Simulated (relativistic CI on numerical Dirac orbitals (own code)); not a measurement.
# Gd³⁺ (4f7) in a crystal field

Calculated by Dirac-Coulomb-Breit CI, separate exchange-only KLI orbitals for each configuration, model QED (radiative potential, 1s self-energy scaled to tabulated hydrogen-like ionisation energies), valence Slater integrals scaled by 0.7, one configuration in a parametric crystal field (own radial code).

Field parameters in Wybourne normalisation; cubic f-shell fields have B⁴₄ = √(5/14) B⁴₀ and B⁶₄ = −√(7/2) B⁶₀. The field is a parameter set, without covalency.

S and J are read from ⟨S²⟩ = S(S + 1) and ⟨J²⟩ = J(J + 1) of each level; they are not fictitious spins.

Oh, B40 = 2110, B60 = 780 cm⁻¹, the lowest 10 levels:

```tsv
E (cm⁻¹)	Degeneracy	Irrep	S	J
0.0	2	Γ7	3.46	3.50
0.1	4	Γ8	3.46	3.50
0.2	2	Γ6	3.46	3.50
25522	2	Γ7	2.43	3.59
25545	4	Γ8	2.43	3.60
25582	2	Γ6	2.43	3.61
26195	2	Γ7	2.46	2.76
26238	4	Γ8	2.46	2.75
26853	4	Γ8	2.47	2.01
28214	2	Γ7	2.40	3.56
```

Principal g values of the ground doublet: 5.97, 5.97, 5.97.

C2v, B20 = -270, B22 = -160, B40 = -890, B42 = 210, B44 = -350, B60 = -640, B62 = -160, B64 = 460, B66 = -160 cm⁻¹, the lowest 10 levels:

| E (cm⁻¹) | Degeneracy | S | J |
| --- | --- | --- | --- |
| 0.0 | 2 | 3.46 | 3.50 |
| 0.3 | 2 | 3.46 | 3.50 |
| 0.5 | 2 | 3.46 | 3.50 |
| 0.7 | 2 | 3.46 | 3.50 |
| 25578 | 2 | 2.43 | 3.52 |
| 25623 | 2 | 2.43 | 3.52 |
| 25642 | 2 | 2.43 | 3.52 |
| 25656 | 2 | 2.43 | 3.52 |
| 26292 | 2 | 2.46 | 2.56 |
| 26330 | 2 | 2.46 | 2.56 |

Principal g values of the ground doublet: 0.17, 0.23, 13.83.

The next free-ion level lies 25642 cm⁻¹ above the lowest; the field splits the ground level into components whose J stays near 7/2 as long as their spread is small against that gap.

Levels of this model without a field, named by their leading LS term (the scale mimics covalency, so terms lie below those of the real free ion): 8S°_7/2 0, 6P°_7/2 25642, 6P°_5/2 26346, 6P°_3/2 26993, 6I°_7/2 28253, 6I°_9/2 28691, 6I°_17/2 28719, 6I°_11/2 29029 cm⁻¹.
